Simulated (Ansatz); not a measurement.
Geometry optimisation, DFT PBE-D3(BJ), scalar-relativistic, plane waves, PAW in Ansatz 0.2.0.

Input:

```yaml
crystal:
  lattice:
    - [6.87, 0.0, 0.0]
    - [3.435, 5.949595, 0.0]
    - [0.0, 0.0, 14.58843]
  atoms:
    - { symbol: Be, position: [0.0, 0.0, 0.0685475] }
    - { symbol: Be, position: [0.3333333, 0.0, 0.0685475] }
    - { symbol: Be, position: [0.6666667, 0.0, 0.0685475] }
    - { symbol: Be, position: [0.0, 0.3333333, 0.0685475] }
    - { symbol: Be, position: [0.3333333, 0.3333333, 0.0685475] }
    - { symbol: Be, position: [0.6666667, 0.3333333, 0.0685475] }
    - { symbol: Be, position: [0.0, 0.6666667, 0.0685475] }
    - { symbol: Be, position: [0.3333333, 0.6666667, 0.0685475] }
    - { symbol: Be, position: [0.6666667, 0.6666667, 0.0685475] }
    - { symbol: Be, position: [-0.1111111, 0.2222222, 0.1915364] }
    - { symbol: Be, position: [0.2222222, 0.2222222, 0.1915364] }
    - { symbol: Be, position: [0.5555556, 0.2222222, 0.1915364] }
    - { symbol: Be, position: [-0.1111111, 0.5555556, 0.1915364] }
    - { symbol: Be, position: [0.2222222, 0.5555556, 0.1915364] }
    - { symbol: Be, position: [0.5555556, 0.5555556, 0.1915364] }
    - { symbol: Be, position: [-0.1111111, 0.8888889, 0.1915364] }
    - { symbol: Be, position: [0.2222222, 0.8888889, 0.1915364] }
    - { symbol: Be, position: [0.5555556, 0.8888889, 0.1915364] }
    - { symbol: Be, position: [0.0, 0.0, 0.3145253] }
    - { symbol: Be, position: [0.3333333, 0.0, 0.3145253] }
    - { symbol: Be, position: [0.6666667, 0.0, 0.3145253] }
    - { symbol: Be, position: [0.0, 0.3333333, 0.3145253] }
    - { symbol: Be, position: [0.3333333, 0.3333333, 0.3145253] }
    - { symbol: Be, position: [0.6666667, 0.3333333, 0.3145253] }
    - { symbol: Be, position: [0.0, 0.6666667, 0.3145253] }
    - { symbol: Be, position: [0.3333333, 0.6666667, 0.3145253] }
    - { symbol: Be, position: [0.6666667, 0.6666667, 0.3145253] }
    - { symbol: "N", position: [0.5676129, 0.547345, 0.4660152] }
    - { symbol: "N", position: [0.7275188, 0.5614318, 0.4728699] }
basis:
  ecutwfc: 420.0
kpoints:
  mp_grid: { grid: [4, 4, 1] }
hamiltonian:
  xc: pbe
  dispersion: d3bj
scf:
  occupations: { method: gaussian, width: 0.15 }
  lower_state_search: "off"
relax:
  f_tol: 0.03
  max_steps: 60
  adjacent_minimum: "off"
  constraints: [{ sites: [0, 1, 2, 3, 4, 5, 6, 7, 8] }]
output:
  write_density: true
  write_potential: true
  elf: true
  volumetric_format: npy
```

Launched with:

```bash
$ ansatz run input.yaml --threads 2 --pin off --max-ram 5120MiB --backend cpu --events-out ev --progress --plain --runs-dir out
```

Task: Where does it end, and by what steps?

Result: It converged. The force dipped under the threshold on the way, but the program's further checks kept it going. Limits of this set-up: coarse k mesh, thin slab, slab without dipole correction. After 11 steps the energy has fallen by 0.775 eV; N28 moved furthest, 1.48 Å.

```
step  energy less start (eV)  largest force component (eV/Å)  accepted
   0                  0.0000                           3.998       yes
   1                 -0.3270                           1.360       yes
   2                 -0.4966                           0.635       yes
   3                 -0.6086                           0.235       yes
   4                 -0.6788                           0.291       yes
   5                 -0.7313                           0.084       yes
   6                 -0.7613                           0.044       yes
   7                 -0.7727                           0.018       yes
   8                 -0.7742                           0.052       yes
   9                 -0.7743                           0.162       yes
  10                 -0.7746                           0.002       yes
  11                 -0.7746                           0.002       yes
```

```xyz
29
Lattice="6.8700 0.0000 0.0000 3.4350 5.9496 0.0000 0.0000 0.0000 14.5884" Properties=species:S:1:pos:R:3
Be 0.000 0.000 1.000
Be 2.290 0.000 1.000
Be 4.580 0.000 1.000
Be 1.145 1.983 1.000
Be 3.435 1.983 1.000
Be 5.725 1.983 1.000
Be 2.290 3.966 1.000
Be 4.580 3.966 1.000
Be 6.870 3.966 1.000
Be 0.001 1.320 2.821
Be 2.291 1.324 2.822
Be 4.578 1.321 2.821
Be 1.144 3.305 2.821
Be 3.436 3.304 2.822
Be 5.725 3.307 2.821
Be 2.291 5.290 2.823
Be 4.578 5.289 2.822
Be 6.871 5.288 2.820
Be 0.000 0.001 4.645
Be 2.290 0.000 4.643
Be 4.579 0.000 4.644
Be 1.145 1.983 4.643
Be 3.435 1.983 4.645
Be 5.725 1.982 4.639
Be 2.290 3.966 4.644
Be 4.580 3.967 4.643
Be 6.871 3.967 4.637
N 5.829 3.415 8.270
N 6.927 3.349 8.337
```

The run took 3.2 min on 2 threads of Arm Neoverse V1 (shared host), peak memory 0.93 GiB.
